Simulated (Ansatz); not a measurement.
This triplet is an excited state, 0.93 eV above the relaxed singlet at the level frozen-core CCSD(T)/cc-pVTZ // PBE0-D3(BJ)/def2-TZVP (Ansatz, an electronic-structure program).

The numbers are results of PBE0-D3(BJ)/def2-TZVP (Ansatz), not measurements. No frequencies were computed at this level.

Ansatz 0.2 input:
```yaml
crystal:
  periodic: [false, false, false]
  atoms:
    - { symbol: O, position_ang: [-1.804991, -0.519324, 0.146625] }
    - { symbol: C, position_ang: [-0.695997, -0.05731, -0.023291] }
    - { symbol: Ge, position_ang: [1.064883, -0.767829, 0.516483] }
    - { symbol: H, position_ang: [-0.492992, 0.891998, -0.539533] }
    - { symbol: H, position_ang: [1.929097, 0.452465, -0.100285] }
basis:
  gaussian: { orbitals: def2-tzvp }
hamiltonian:
  xc: pbe0
  dispersion: d3bj
relax:
  max_steps: 150
magnetization:
  spin_polarized: true
  initial_magnetization: 2
```

Output:

```
Functional definition: PBE0
820 factors; their error is unknown
mean field evaluation 1: about -59613.3510 eV, gradient 4.2e1 eV
mean field evaluation 2: about -59496.0340 eV, gradient 1.3e2 eV
mean field evaluation 4: about -59620.8891 eV, gradient 2.0e1 eV
mean field evaluation 8: about -59622.3562 eV, gradient 2.5e-1 eV
mean field evaluation 16: about -59622.6357 eV, gradient 5.6e-3 eV
mean field evaluation 32: about -59622.6192 eV, gradient 8.3e-1 eV
mean field -59622.63565343 eV, -2191.0914465895 hartree, gradient 3.4e-5 eV, S^2 2.009078; 2 other end points of the search recorded, 0 dependent functions left out
reference -59622.63567684 eV, -2191.0914474499 hartree; 25, 23 occupied and 97, 99 virtual orbitals, 820 factors
relax step   1: F+E_penalty+E_count = -59622.70834442 eV  Δ(F+E_penalty+E_count) = +0.000e0 eV  max|allowed force component| = 1.967e0 eV/Å  Δτ_max = 0.0000 Å  (59 SCF iters, accepted)
these checks for a lower state are left out or cut short: starts, cluster_reference, orbital_swaps, neighbouring_geometries, increment
820 factors; their error is unknown
mean field -59622.69713218 eV, -2191.0937058918 hartree, gradient 3.0e-5 eV, S^2 2.007520; 0 other end points of the search recorded, 0 dependent functions left out
reference -59622.69715625 eV, -2191.0937067766 hartree; 25, 23 occupied and 97, 99 virtual orbitals, 820 factors
relax step   2: F+E_penalty+E_count = -59622.76924886 eV  Δ(F+E_penalty+E_count) = -6.090e-2 eV  max|allowed force component| = 5.174e-1 eV/Å  Δτ_max = 0.1188 Å  (40 SCF iters, accepted)
these checks for a lower state are left out or cut short: starts, cluster_reference, orbital_swaps, neighbouring_geometries, increment
820 factors; their error is unknown
mean field -59622.70404814 eV, -2191.0939600489 hartree, gradient 2.0e-5 eV, S^2 2.007410; 0 other end points of the search recorded, 0 dependent functions left out
reference -59622.70407226 eV, -2191.0939609354 hartree; 25, 23 occupied and 97, 99 virtual orbitals, 820 factors
relax step   3: F+E_penalty+E_count = -59622.77625408 eV  Δ(F+E_penalty+E_count) = -7.005e-3 eV  max|allowed force component| = 9.129e-2 eV/Å  Δτ_max = 0.0269 Å  (42 SCF iters, accepted)
these checks for a lower state are left out or cut short: starts, cluster_reference, orbital_swaps, neighbouring_geometries, increment
820 factors; their error is unknown
mean field -59622.70469434 eV, -2191.0939837963 hartree, gradient 2.2e-5 eV, S^2 2.007471; 0 other end points of the search recorded, 0 dependent functions left out
reference -59622.70471843 eV, -2191.0939846814 hartree; 25, 23 occupied and 97, 99 virtual orbitals, 820 factors
relax step   4: F+E_penalty+E_count = -59622.77690388 eV  Δ(F+E_penalty+E_count) = -6.498e-4 eV  max|allowed force component| = 3.244e-2 eV/Å  Δτ_max = 0.0067 Å  (43 SCF iters, accepted)
these checks for a lower state are left out or cut short: starts, cluster_reference, orbital_swaps, neighbouring_geometries, increment
820 factors; their error is unknown
mean field -59622.70475454 eV, -2191.0939860087 hartree, gradient 1.2e-5 eV, S^2 2.007497; 0 other end points of the search recorded, 0 dependent functions left out
reference -59622.70477861 eV, -2191.0939868932 hartree; 25, 23 occupied and 97, 99 virtual orbitals, 820 factors
relax step   5: F+E_penalty+E_count = -59622.77696807 eV  Δ(F+E_penalty+E_count) = -6.419e-5 eV  max|allowed force component| = 3.828e-2 eV/Å  Δτ_max = 0.0029 Å  (34 SCF iters, accepted)
these checks for a lower state are left out or cut short: starts, cluster_reference, orbital_swaps, neighbouring_geometries, increment
820 factors; their error is unknown
mean field evaluation 64: about -59622.7048 eV, gradient 1.9e-3 eV
mean field -59622.70481073 eV, -2191.0939880735 hartree, gradient 2.1e-5 eV, S^2 2.007529; 0 other end points of the search recorded, 0 dependent functions left out
reference -59622.70483477 eV, -2191.0939889570 hartree; 25, 23 occupied and 97, 99 virtual orbitals, 820 factors
relax step   6: F+E_penalty+E_count = -59622.77703457 eV  Δ(F+E_penalty+E_count) = -6.650e-5 eV  max|allowed force component| = 7.294e-3 eV/Å  Δτ_max = 0.0062 Å  (44 SCF iters, accepted)
820 factors; their error is unknown
mean field evaluation 96: about -59622.6919 eV, gradient 6.8e-1 eV
mean field -59622.70481073 eV, -2191.0939880735 hartree, gradient 3.6e-5 eV, S^2 2.007529; 3 other end points of the search recorded, 0 dependent functions left out
reference -59622.70483477 eV, -2191.0939889570 hartree; 25, 23 occupied and 97, 99 virtual orbitals, 820 factors
Total energy: -59622.77705861 eV, -2191.0966431341 hartree
Atom 0 at    -1.825953    -0.514676     0.143114 Å, force    -0.001805     0.001970    -0.001237 eV/Å
Atom 1 at    -0.732083    -0.076907    -0.015251 Å, force     0.007294     0.003144    -0.001280 eV/Å
Atom 2 at     1.086548    -0.723136     0.492329 Å, force    -0.000295    -0.000389     0.000255 eV/Å
Atom 3 at    -0.530770     0.891656    -0.542609 Å, force    -0.004890    -0.004687     0.002306 eV/Å
Atom 4 at     2.002258     0.423064    -0.077584 Å, force    -0.000304    -0.000037    -0.000044 eV/Å
Dipole moment:     0.289371     0.153233    -0.062900 e Å
```

Cost: around 30 core-seconds (rough).
